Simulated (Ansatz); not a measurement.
Geometry optimisation, RKS B3LYP/def2-SVP in Ansatz.

Input:

```yaml
crystal:
  periodic: [false, false, false]
  atoms:
    - { symbol: C, position_ang: [0.575, -2.7366, -0.2045] }
    - { symbol: C, position_ang: [1.0392, -1.2695, -0.1299] }
    - { symbol: O, position_ang: [-0.1094, -0.3907, -0.0432] }
    - { symbol: Si, position_ang: [-1.60856, -1.19163, -0.08016] }
    - { symbol: Si, position_ang: [-3.27729, 0.47302, 0.06395] }
    - { symbol: Cl, position_ang: [-5.15701, -0.40785, 0.02669] }
    - { symbol: H, position_ang: [-0.0998, -2.8102, -1.083] }
    - { symbol: H, position_ang: [-0.0318, -2.9232, 0.6608] }
    - { symbol: H, position_ang: [1.3583, -3.3851, -0.2525] }
    - { symbol: H, position_ang: [1.6879, -1.1668, 0.7782] }
    - { symbol: H, position_ang: [1.6184, -1.0378, -1.0071] }
    - { symbol: H, position_ang: [-1.7424, -1.93755, -1.34286] }
    - { symbol: H, position_ang: [-1.73519, -2.02498, 1.08893] }
    - { symbol: H, position_ang: [-3.26634, 1.43279, -1.12533] }
    - { symbol: H, position_ang: [-3.19275, 1.26793, 1.30361] }
basis:
  gaussian: { orbitals: def2-SVP }
hamiltonian:
  xc: b3lyp
relax:
  f_tol: 0.015
  max_steps: 40
output:
  orbitals: {}
```

Command:

```bash
$ ansatz run input.yaml --threads 2 --pin off --max-ram 3072MiB --backend cpu --events-out ev --progress --plain --runs-dir out
```

**Question.** Where does it end, and by what steps?

**Answer.** It converged. The force dipped under the threshold on the way, but the program's further checks kept it going. After 38 steps the energy has fallen by 0.866 eV; H7 moved furthest, 1.48 Å.

```tsv
step	energy less start (eV)	largest force component (eV/Å)	accepted
0	0.0000	2.891	yes
2	-0.7296	0.407	yes
4	-0.7733	0.487	yes
6	-0.8010	0.042	yes
8	-0.8025	0.022	yes
10	-0.8035	0.077	yes
12	-0.8056	0.156	yes
14	-0.8117	0.257	yes
16	-0.8221	0.342	yes
18	-0.8498	0.079	yes
20	-0.8552	0.085	yes
22	-0.8604	0.062	yes
24	-0.8618	0.091	yes
26	-0.8633	0.013	yes
28	-0.8644	0.069	yes
30	-0.8651	0.010	yes
32	-0.8654	0.044	no
34	-0.8656	0.022	yes
36	-0.8657	0.022	yes
38	-0.8658	0.008	yes
```

```xyz
15
Properties=species:S:1:pos:R:3
C 1.074 -2.758 0.318
C 0.776 -1.479 -0.451
O -0.416 -0.847 -0.008
Si -1.980 -1.163 -0.503
Si -3.271 0.625 0.306
Cl -5.253 0.247 -0.268
H 0.291 -3.517 0.156
H 1.134 -2.555 1.399
H 2.034 -3.189 -0.008
H 1.595 -0.754 -0.306
H 0.721 -1.688 -1.537
H -2.056 -1.238 -1.996
H -2.507 -2.454 0.040
H -2.856 1.930 -0.280
H -3.227 0.732 1.791
```

Whether the end is a true minimum wasn't checked by a vibrational analysis.

Time of the run: 2.8 min on 2 threads of Arm Neoverse V2, on a shared host, peak memory 0.38 GiB.
